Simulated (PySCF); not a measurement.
## Computed properties of B(Cl)(Et)(OH) (C₂H₆BClO), SMILES B(O)(CC)Cl

B(Cl)(Et)(OH) (C₂H₆BClO), SMILES CCB(O)Cl. Coordinates come from a PBE0-D3(BJ)/def2-SVP optimisation. The structure was generated by enumeration, and PubChem lists no compound with its InChIKey, so it may never have been made. One conformer was computed; it need not be the lowest. All values are computed for the isolated molecule unless a solvent is named; none is compared with measurement here.

**Structure.** All 27 harmonic modes at PBE0-D3(BJ)/def2-SVP (PySCF) are real, so it is a minimum. With heavy atoms numbered as in [B:1]([Cl:2])([CH2:3][CH3:4])[OH:10], the shortest bond between them is B1–O10 at 1.347 Å and the longest B1–Cl2 at 1.789 Å.

**Vibrations.** The strongest infrared lines (harmonic, unscaled, degenerate partners summed) lie at 1172 cm⁻¹ (241 km/mol, H 50 %, B 37 %), 1451 cm⁻¹ (181 km/mol, B 49 %, H 24 %, O 15 %, C 12 %), 629 cm⁻¹ (125 km/mol, H 82 %, O 12 %). The softest mode is at 33 cm⁻¹ and the zero-point energy is 54.2 kcal/mol.

**Electronic structure.** ωB97X/def2-TZVP (PySCF) places the frontier levels at -11.25 and 2.35 eV, a gap of 13.60 eV, and gives a dipole moment of 0.62 D and a mean polarisability of 52.8 bohr³. PBE/def2-TZVP (PySCF) at the same geometry gives -7.37 and -0.91 eV, so its gap is 7.14 eV narrower. An orbital gap is neither the optical nor the fundamental gap.

**Excitations.** TDDFT-ωB97X/def2-SVPD (PySCF) has S1 at 7.61 eV (163 nm, f = 0.002, dark); the most intense of the 10 singlets computed lies at 8.56 eV (f = 0.09). T1 (TDA) is at 7.12 eV. TDDFT-PBE/def2-SVPD (PySCF) puts S1 at 6.54 eV. No vertical singlet excitation falls in the visible range (under 3.1 eV).

**NMR.** GIAO shifts at KT2/pcSseg-1 (PySCF) (non-relativistic, atoms alike by connectivity averaged): ¹³C from 13.4 to 16.2 ppm against TMS; ¹H from 1.3 to 5.4 ppm against TMS; ¹¹B at 30.1 ppm against BF3. Without spin–orbit terms, shifts of atoms bonded to Cl or Br come out too high.
